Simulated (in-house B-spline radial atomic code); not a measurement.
Configurations of Tc II (Tc+), with energies counted from [Kr] 4d5 5s1. Computed with a B-spline radial code for spherical atoms: scalar-relativistic (X2C) LC-wPBE, spin-polarised, spherical fractional occupations, exact exchange averaged over the configuration, Fermi nucleus of rms radius 4.41117 fm. Shells without spins written out take the highest spin.

Occupations are held fixed; configurations that lie above the ionisation limit could autoionise.

```tsv
configuration	E - E(ref) (eV)	highest orbital	its <r> (bohr)
[Kr] 4d6	0.4636	4d down	1.785
[Kr] 4d5 5p1	4.6988	5p up	3.711
[Kr] 4d5 6f1	13.382	6f up	23.18
[Ar] 3d9 4s2 4p6 4d5 5s2	257.66	5s down	2.994
[Ar] 3d9 4s2 4p6 4d5 5s1 5p1	260.22	5p up	3.356
[Ar] 3d9 4s2 4p6 4d5 5s1 6f1	270.86	6f up	22.6
```

Order these further configurations by energy, lowest first.
A. [Ar] 3d10 4s2 4p5 4d5 5s1 6s1
B. [Ar] 3d10 4s2 4p5 4d5 5s1 6d1
C. [Kr] 4d4 5s1 5p1
D. [Ar] 3d9 4s2 4p6 4d5 5s1 6p1
E. [Ar] 3d9 4s2 4p6 4d5 4f1 5s1

C (8.732 eV), A (49.998 eV), B (53.338 eV), D (267.25 eV), E (268.87 eV).

How far above the reference does [Kr] 4d4 5s1 6f1 lie?

19.158 eV; its least bound orbital is 6f up with <r> = 22.53 bohr.
